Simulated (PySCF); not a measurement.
## PySCF run on Ar

The script input.py:

```python
from pyscf import gto, scf, mp

mol = gto.M(
    atom='Ar 0 0 0',
    basis='def2-tzvp',
    charge=0,
    spin=0,
    symmetry=True,
    verbose=4,
)
mf = scf.RHF(mol)
mf = mf.density_fit(auxbasis='def2-universal-jkfit')
mf.kernel()
mp.MP2(mf).kernel()
mf.dip_moment()
print('orbital energies (hartree):', mf.mo_energy[..., max(0, mol.nelec[1]-3):mol.nelec[0]+3].round(4))
```

```bash
$ OMP_NUM_THREADS=1 python input.py
```

It prints (some set-up lines and the per-cycle HOMO/LUMO lines with their warnings removed):

```
PySCF version 2.14.0

[INPUT] Symbol           X                Y                Z      unit          X                Y                Z       unit  Magmom
[INPUT]  1 Ar     0.000000000000   0.000000000000   0.000000000000 AA    0.000000000000   0.000000000000   0.000000000000 Bohr   0.0

nuclear repulsion = 0
point group symmetry = SO3
symmetry origin: [0. 0. 0.]
symmetry axis x: [1. 0. 0.]
symmetry axis y: [0. 1. 0.]
symmetry axis z: [0. 0. 1.]
num. orbitals of irrep s+0 = 5
num. orbitals of irrep p-1 = 5
num. orbitals of irrep p+0 = 5
num. orbitals of irrep p+1 = 5
num. orbitals of irrep d-2 = 2
num. orbitals of irrep d-1 = 2
num. orbitals of irrep d+0 = 2
num. orbitals of irrep d+1 = 2
num. orbitals of irrep d+2 = 2
num. orbitals of irrep f-3 = 1
num. orbitals of irrep f-2 = 1
num. orbitals of irrep f-1 = 1
num. orbitals of irrep f+0 = 1
num. orbitals of irrep f+1 = 1
num. orbitals of irrep f+2 = 1
num. orbitals of irrep f+3 = 1
number of shells = 13
number of NR pGTOs = 63
number of NR cGTOs = 37
basis = def2-tzvp
ecp = {}

******** <class 'pyscf.df.df_jk.DFSymAdaptedRHF'> ********
method = DFSymAdaptedRHF
initial guess = minao
damping factor = 0
level_shift factor = 0
DIIS = <class 'pyscf.scf.diis.CDIIS'>
SCF conv_tol = 1e-09
SCF max_cycles = 50
Freeze 0 electrons in irreps []
    18 free electrons in irreps s+0 p-1 p+0 p+1 d-2 d-1 d+0 d+1 d+2 f-3 f-2 f-1 f+0 f+1 f+2 f+3
Initial guess from minao.
******** <class 'pyscf.df.df.DF'> ********
auxbasis = def2-universal-jkfit
init E= -526.775584707974
cycle= 1 E= -526.80212199032  delta_E= -0.0265  |g|= 0.095  |ddm|= 0.241
cycle= 2 E= -526.80271202438  delta_E= -0.00059  |g|= 0.0278  |ddm|= 0.0521
cycle= 3 E= -526.802764684074  delta_E= -5.27e-05  |g|= 0.000452  |ddm|= 0.0136
cycle= 4 E= -526.802764710638  delta_E= -2.66e-08  |g|= 3.7e-05  |ddm|= 0.000592
cycle= 5 E= -526.802764711012  delta_E= -3.74e-10  |g|= 3.04e-06  |ddm|= 8.55e-05
Extra cycle  E= -526.802764711014  delta_E= -1.93e-12  |g|= 9.58e-07  |ddm|= 4.66e-06
converged SCF energy = -526.802764711014

******** <class 'pyscf.mp.dfmp2.DFRMP2'> ********
nocc = 9, nmo = 37
E(DFRMP2) = -527.10503656518  E_corr = -0.302271854166214
E(SCS-DFRMP2) = -527.094485767624  E_corr = -0.291721056609676
E_corr(same-spin) = -0.0819290404497466
E_corr(oppo-spin) = -0.220342813716467
Dipole moment(X, Y, Z, Debye):  0.00000,  0.00000,  0.00000
orbital energies (hartree): [-0.5899 -0.5899 -0.5899  0.5657  0.5657  0.5657]
```

In short: E(SCF) = -526.802765 Eh, 5 cycles, E(MP2) − E(SCF) = -0.30227 Eh.

It ran on Arm Neoverse V1 (1 thread, shared host) in 0.77 s, peak memory 0.11 GiB.
